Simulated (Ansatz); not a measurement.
A run for Ansatz (a first-principles code): U-CCSD(T)/cc-pVQZ on BH (SMILES [BH]), 2S+1 = 1, a spin state set in the input, which need not be the lowest.

Ansatz 0.2 input:
```yaml
crystal:
  periodic: [false, false, false]
  atoms:
    - {symbol: B, position_ang: [-0.00000000, -0.00000000, -0.20551357]}
    - {symbol: H, position_ang: [0.00000000, 0.00000000, 1.02756787]}
basis:
  gaussian:
    orbitals: cc-pVQZ
correlation: {method: ccsd_t, electrons: outside_noble_gas}
scf: {omitted_lower_state_checks: [cluster_reference]}
magnetization: {spin_polarized: true, initial_magnetization: 0}
```

Program output:

```
WARN ansatz: RAYON_NUM_THREADS=2 ignored (pool sized by the plan → 2); use --threads N
Functional definition: HF
these checks for a lower state are left out or cut short: cluster_reference
integrals: 0.11 GiB planned
506 factors; integrals over basis functions are off by at most 1.1e-3 eV
mean field: 0.12 GiB planned
mean field evaluation 1: about -683.4654 eV, gradient 5.3e0 eV
mean field evaluation 2: about -683.4652 eV, gradient 5.3e0 eV
mean field evaluation 4: about -683.8542 eV, gradient 3.8e-1 eV
mean field evaluation 8: about -683.8572 eV, gradient 2.8e-4 eV
mean field evaluation 16: about -684.0303 eV, gradient 2.7e-1 eV
mean field evaluation 32: about -683.8572 eV, gradient 4.0e-3 eV
mean field -684.03448760 eV, -25.1378037641 hartree, gradient 2.0e-6 eV, S^2 0.477958; 3 other end points of the search recorded, 0 dependent functions left out
1 core orbitals not correlated
reference -684.03448760 eV, -25.1378037641 hartree; 2, 2 occupied and 82, 82 virtual orbitals, 506 factors
second order -1.76743039 eV of doubles, -0.00000000 eV of singles
coupled cluster: 0.30 GiB planned
cycle   1  -2.07626054 eV  change   -3.1e-1 eV  update   5.9e-2
cycle   2  -2.29175934 eV  change   -2.2e-1 eV  update   4.1e-2
cycle   3  -2.37074836 eV  change   -7.9e-2 eV  update   3.1e-2
cycle   4  -2.46848643 eV  change   -9.8e-2 eV  update   2.4e-2
cycle   5  -2.54292766 eV  change   -7.4e-2 eV  update   1.6e-2
cycle   6  -2.57501539 eV  change   -3.2e-2 eV  update   7.9e-3
cycle   7  -2.58047016 eV  change   -5.5e-3 eV  update   2.8e-3
cycle   8  -2.58086337 eV  change   -3.9e-4 eV  update   1.3e-3
cycle   9  -2.58034085 eV  change    5.2e-4 eV  update   4.1e-4
cycle  10  -2.58018965 eV  change    1.5e-4 eV  update   1.2e-4
cycle  11  -2.58032875 eV  change   -1.4e-4 eV  update   4.5e-5
cycle  12  -2.58029541 eV  change    3.3e-5 eV  update   1.7e-5
cycle  13  -2.58029560 eV  change   -1.9e-7 eV  update   6.7e-6
cycle  14  -2.58029495 eV  change    6.5e-7 eV  update   2.9e-6
coupled cluster: 0.30 GiB planned
perturbative correction -0.06273876 eV, -0.0023056068 hartree
Total energy: -686.67752131 eV, -25.2349334615 hartree
Checks for a lower state left out: cluster_reference
```

The run converged. Its determinant has ⟨S²⟩ = 0.48, a mixture of spin states.

Cost: about 3 core-seconds (a rough figure).
